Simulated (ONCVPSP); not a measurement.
Which change was made? (H, ONCV)

H, optimised norm-conserving Vanderbilt (ONCV), made with ONCVPSP 4.0.1 (PBE, scalar-relativistic). Core none, reference 1s1. Waves: 1s: rc 1.35 bohr, ncon 4, nbas 7, qcut 6 1/bohr, 2 projectors, debl 1.3 Ha; p scattering state at 0.46 Ha: rc 1.25 bohr, ncon 3, nbas 6, qcut 7.3 1/bohr, 2 projectors, debl 2.2 Ha. Local part: polynomial inside 1.15 bohr (lpopt 5, dvloc0 0 Ha). Core correction: none.

Cutoffs, loose and tight: the cutoffs (Ha) at which the residual kinetic energy of the hardest occupied pseudo-wave falls to 1 and 0.1 mHa per electron. They do not see the model core or the augmentation charge, which bear on the density cutoff. Test errors are all-electron minus pseudo excitation energies from the reference, over the configurations 1s0.5; variants that change the core or the reference have their own tests.

The base gives: outcome: generated; cutoff, loose: 13 Ha; cutoff, tight: 17 Ha; bound ghosts: none; GHOST(+) flags above zero: none.

(1) After one change the result is: outcome: generated; cutoff, loose: 19 Ha; cutoff, tight: 105 Ha; bound ghosts: none; GHOST(+) flags above zero: none. Which change was it?
A. s: rc 1.12; local potential polynomial inside 1.12 bohr (lpopt 5, dvloc0 0 Ha)
B. s: rc 1.98
C. s: rc 0.92; local potential polynomial inside 0.92 bohr (lpopt 5, dvloc0 0 Ha)

## Answers

(1) C. The others give: s: rc 1.98 → outcome: generated; cutoff, loose: 8.9 Ha; cutoff, tight: 12 Ha; bound ghosts: none; GHOST(+) flags above zero: none | s: rc 1.12; local potential polynomial inside 1.12 bohr (lpopt 5, dvloc0 0 Ha) → outcome: generated; cutoff, loose: 15 Ha; cutoff, tight: 40 Ha; bound ghosts: none; GHOST(+) flags above zero: none.
